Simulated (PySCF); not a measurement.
Si(Cl)(OH), HClOSi, SMILES Cl[Si]O, B3LYP/def2-SVP optimised geometry.

```
4

Si    -0.87    -0.60     0.00
Cl    -1.20     1.48     0.00
O      0.80    -0.60     0.00
H      1.20    -1.48     0.00
```

Density from B3LYP/def2-TZVP in PySCF at that geometry.

Minimum of the electron density along straight lines between bonded atoms, close to the bond critical point (lines longer than 1.1 times the sum of covalent radii, or with two minima, are not listed):

```tsv
bond	length / Å	ρ at the minimum / e bohr⁻³	∇²ρ there / e bohr⁻⁵	position (fraction from the first atom)
Si1–Cl2	2.108	?	0.14	0.37
Si1–O3	1.670	?	?	0.41
O3–H4	0.968	0.349	-2.33	0.80
```

Q: Fill in the missing entries.

A: 
- Si1–Cl2, ρ at the minimum / e bohr⁻³: 0.092
- Si1–O3, ρ at the minimum / e bohr⁻³: 0.132
- Si1–O3, ∇²ρ there / e bohr⁻⁵: 0.74
